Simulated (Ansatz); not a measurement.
heptane (C7H16), singlet, at a GFN2-xTB geometry, with bond 20-6 at 1.25 times its length; Ansatz (a program for electronic structure) with B3LYP/STO-3G.

Ansatz was given this input:
Ansatz 0.2 input:
```yaml
crystal:
  periodic: [false, false, false]
  atoms:
    - {symbol: C, position_ang: [-3.79657911, 0.31018279, -0.09302422]}
    - {symbol: C, position_ang: [-2.52859005, -0.44769433, 0.28079844]}
    - {symbol: C, position_ang: [-1.26986507, 0.30805409, -0.13814249]}
    - {symbol: C, position_ang: [0.00516824, -0.44508087, 0.23306704]}
    - {symbol: C, position_ang: [1.26266402, 0.31208889, -0.18659599]}
    - {symbol: C, position_ang: [2.53889349, -0.43962086, 0.18384503]}
    - {symbol: C, position_ang: [3.78923514, 0.32226845, -0.23815949]}
    - {symbol: H, position_ang: [-4.68021131, -0.24471499, 0.21383501]}
    - {symbol: H, position_ang: [-3.84498247, 0.46515586, -1.16877900]}
    - {symbol: H, position_ang: [-3.81640519, 1.28331727, 0.39300469]}
    - {symbol: H, position_ang: [-2.50827188, -0.61047697, 1.36091689]}
    - {symbol: H, position_ang: [-2.53684222, -1.42843999, -0.20048809]}
    - {symbol: H, position_ang: [-1.29096536, 0.47120627, -1.21843580]}
    - {symbol: H, position_ang: [-1.26239514, 1.28916566, 0.34296226]}
    - {symbol: H, position_ang: [-0.00246657, -1.42645242, -0.24770391]}
    - {symbol: H, position_ang: [0.02609806, -0.60865296, 1.31338885]}
    - {symbol: H, position_ang: [1.27047720, 1.29320102, 0.29450218]}
    - {symbol: H, position_ang: [1.24190698, 0.47524162, -1.26689588]}
    - {symbol: H, position_ang: [2.53185385, -1.42036458, -0.29746470]}
    - {symbol: H, position_ang: [2.56580686, -0.64309675, 1.53396409]}
    - {symbol: H, position_ang: [3.79596070, 0.47732934, -1.31496902]}
    - {symbol: H, position_ang: [4.68572127, -0.22979326, 0.03464170]}
    - {symbol: H, position_ang: [3.82453797, 1.29549075, 0.24681466]}
basis:
  gaussian:
    orbitals: STO-3G
hamiltonian:
  xc: b3lyp
```

Write the output that Ansatz gives for this input, abridged.


```
Functional definition: B3LYP
731 factors; integrals over basis functions are off by at most 4.9e-5 eV
mean field evaluation 1: about -7431.0753 eV, gradient 5.9e0 eV
mean field evaluation 2: about -7431.1640 eV, gradient 3.6e0 eV
mean field evaluation 4: about -7431.2030 eV, gradient 2.3e-1 eV
mean field evaluation 8: about -7431.1040 eV, gradient 6.7e-4 eV
mean field -7431.10401177 eV, -273.0880354492 hartree, gradient 5.8e-5 eV, S^2 0.000000; 0 other end points of the search recorded, 0 dependent functions left out
reference -7431.10427790 eV, -273.0880452296 hartree; 29, 29 occupied and 22, 22 virtual orbitals, 731 factors
Total energy: -7431.10427790 eV, -273.0880452296 hartree
```
